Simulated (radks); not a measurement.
Q: These are the eigenvalues of the occupied orbitals of an atom or ion with whole-number occupations (hartree). All-electron calculation, scalar-relativistic Kohn-Sham, BLYP, spin-polarised, spherical densities, finite nucleus; Fermi nuclear charge, rms radius of each element as measured or else 0.836 A^(1/3) + 0.57 fm. Program: a radial shooting solver on a logarithmic mesh with Libxc functionals.

1s up: -522.4778
1s down: -522.4701
2s up: -70.54213
2s down: -70.53774
2p up: -62.62096
2p down: -62.61363
3s up: -11.67590
3s down: -11.66574
3p up: -9.15247
3p down: -9.14103
3d up: -4.97172
3d down: -4.95786
4s up: -2.62444
4s down: -2.53438
4p up: -2.01913
7f up: -0.16928

Which element is it, and in what charge state? The configuration may be excited. Open shells, if any, are filled with parallel spins first.

A: Z = 36, krypton, charge +3: Kr3+ in [Ar] 3d10 4s2 4p2 7f1. The list shows which subshells hold electrons but not how many an open one holds; the 1s level, -522.48 hartree, gives Z - s = 32.3 by -(Z - s)^2/2, which with screening and relativity narrows Z to a few neighbours, and the depths of the outer levels then fix element, charge and occupations together.
